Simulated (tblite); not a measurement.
Q: What does the GFN2-xTB structure of `C=C(C)/C=N/[SiH2]C(=C)C` look like in three dimensions?

A: 
Z-matrix in Å and degrees, rows numbered from 1:
```
C 
C   1  1.3331
C   2  1.4951  1  123.40
C   2  1.4594  1  120.05  3  -179.86
N   4  1.2576  2  121.76  1   178.70
Si  5  1.7120  4  134.79  2  -179.58
C   6  1.8883  5  106.12  4  -121.71
C   7  1.3248  6  123.34  5     6.74
C   7  1.4974  6  115.35  5  -173.07
H   1  1.0775  2  121.64  3  -180.00
H   1  1.0770  2  121.92  3     0.05
H   3  1.0878  2  109.61  1  -124.15
H   3  1.0883  2  109.70  1   118.50
H   3  1.0863  2  111.24  1    -2.64
H   4  1.0988  2  115.07  1    -0.99
H   6  1.4743  5  117.96  4     0.44
H   6  1.4665  5  103.15  4   121.55
H   8  1.0770  7  121.51  6     0.49
H   8  1.0814  7  122.34  6  -179.40
H   9  1.0891  7  110.16  6    54.54
H   9  1.0896  7  110.10  6   -63.69
H   9  1.0890  7  111.61  6   175.63
```

The 5 C–C bonds span 1.325 Å (C7=C8, drawn double) to 1.497 Å (C7–C9, drawn single), a spread of 0.172 Å. N5 (C=N nitrogen) is bent (angle 134.8°). Of the pairs four or more bonds apart, N5···H18 is among the closest relative to their van der Waals radii: 2.68 Å, 97 % of the sum of Bondi's values. Si6 (SiH2 silicon) is distorted tetrahedral (angles from 103.2° to 118.0°).

Structure optimised with GFN2-xTB, isolated species.

Point group: C1 (no symmetry element, even within 0.4 Å). Its GFN2-xTB frequencies are all real (lowest 21 cm⁻¹). One conformer, not necessarily the lowest (C1–C2–C4–N5 179°, C4–N5–Si6–C7 -122°, N5–Si6–C7–C8 7°).

These are computed values.
